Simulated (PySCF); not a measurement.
C₅H₇F, SMILES F[C@@H](C#C)CC.

The structure is a stationary point at B3LYP-D3(BJ)/def2-SVP. The structure was generated by enumeration; whether it is a known compound was not checked. One conformer was computed; it need not be the lowest.

These are M06-2X/def2-TZVP (PySCF) values and carry that method's errors.

Gas-phase values at a fixed geometry.

Question: Estimate the frontier levels, gap, dipole moment and polarisability. (An estimate is asked for; the answer gives what the named calculation found.)

Answer: 
```
Item                                                                                                           Result
---------------------------------------------------------------------------------------------  ----------------------
highest occupied level                                                                                       -9.33 eV
lowest empty level                                                                                            1.21 eV
orbital gap                                                                                                  10.54 eV
dipole moment                                                                                                  1.87 D
quadrupole, principal values (traceless, Buckingham form, about the centre of nuclear charge)  -6.24, -0.96, 7.20 D·Å
mean static polarisability                                                                       57.3 bohr³ (8.50 Å³)
polarisability, principal values                                                               47.0, 52.3, 72.7 bohr³
```
